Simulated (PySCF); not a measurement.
WHF + Cl₂ → WFCl + HCl

Level: PBE0 in the def2-TZVP basis family, computed in PySCF with density fitting; scalar-relativistic core potentials for atoms from Rb on, none lighter, no spin–orbit coupling; open shells unrestricted.

| species | state and structure | ZPE (kJ/mol) | H(298 K) − H(0) (kJ/mol) | S° (J/(mol K)) |
| --- | --- | --- | --- | --- |
| WHF | quintet, Cs, W–F 1.874 Å, W–H 1.721 Å; F–W–H 122.6° | 18.7 | 10.8 | 278.7 |
| Cl₂ | singlet, D∞h, Cl–Cl 1.982 Å | 3.5 | 9.1 | 222.5 |
| WFCl | quintet, Cs, W–Cl 2.272 Å, W–F 1.879 Å; Cl–W–F 140.2° | 6.9 | 13.1 | 316.7 |
| HCl | singlet, C∞v, H–Cl 1.279 Å | 17.9 | 8.7 | 186.6 |

**Question.** Is the gas-phase reaction uphill or downhill in electronic energy at this level, and by how much?

**Answer.** At PBE0/def2-TZVP, ΔE = -326.4 kJ/mol, downhill. Chlorination of this kind underlies dry etching.

**Question.** Add zero-point, thermal and entropy terms for 298.15 K and 1 bar.

**Answer.** ΔZPE = 2.6 and Δ[H(298) − H(0)] = 1.9 kJ/mol give ΔH° = -321.9 kJ/mol. ΔS° = 2.1 J/(mol K), so ΔG° = -321.9 − 298.15 × (0.0021) = -323 kJ/mol.

Spin–orbit coupling can matter for WHF, WFCl and is left out. Open d or f shells are single determinants, so the state found may not be the ground state. Each species is the lowest minimum found with this bonding; other isomers or fragments can lie lower.
